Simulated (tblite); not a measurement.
Here is a computed GFN2-xTB geometry (Å):
```
atom  x, y, z in Å
C1     2.918   -0.354   -0.403
C2     1.497   -0.704    0.012
O3     0.671    0.389   -0.291
C4    -0.740    0.264    0.029
Si5   -1.282    1.994   -0.595
Si6   -1.020    0.072    1.915
Si7   -1.567   -1.142   -0.974
H8     3.587   -1.181   -0.183
H9     3.250    0.531    0.134
H10    2.948   -0.141   -1.469
H11    1.460   -0.925    1.091
H12    1.155   -1.603   -0.526
H13   -0.951    2.101   -2.015
H14   -0.540    3.011    0.149
H15   -2.723    2.177   -0.398
H16   -0.738   -1.298    2.364
H17   -2.425    0.357    2.197
H18   -0.142    0.991    2.640
H19   -1.089   -1.110   -2.357
H20   -1.262   -2.462   -0.404
H21   -3.015   -0.950   -0.916
```

Neutral, closed shell.

Task: Which heavy atoms are bonded, and with what formal order?

Result: C1–C2 1.52 Å (single); C2–O3 1.40 Å (single); O3–C4 1.45 Å (single); C4–Si5 1.92 Å (single); C4–Si6 1.92 Å (single); C4–Si7 1.92 Å (single). Bonds to hydrogen (Å): C1–H8 1.09; C1–H9 1.09; C1–H10 1.09; C2–H11 1.10; C2–H12 1.10; Si5–H13 1.46; Si5–H14 1.46; Si5–H15 1.47; Si6–H16 1.47; Si6–H17 1.46; Si6–H18 1.46; Si7–H19 1.46; Si7–H20 1.47; Si7–H21 1.46.

Task: Write the SMILES.

Result: `CCOC([SiH3])([SiH3])[SiH3]`, C3H14OSi3. Among its features: ether, Si–H bond and C–Si bond.

Task: Name the point group.

Result: Cs (every atom within 0.08 Å of its image).

Task: Classify the heavy atoms.

Result: C1: methyl carbon; C2: sp3 carbon bound to oxygen; O3: ether oxygen; C4: sp3 carbon bound to oxygen; Si5/Si6/Si7: SiH3 silicon.

Task: What is the arrangement about C1?

Result: It has 4 neighbours (C2, H8, H9, H10) and is tetrahedral (angles from 108.5° to 110.1°).

Task: What is the arrangement about Si5?

Result: It has 4 neighbours (C4, H13, H14, H15) and is tetrahedral (angles from 108.6° to 110.3°).
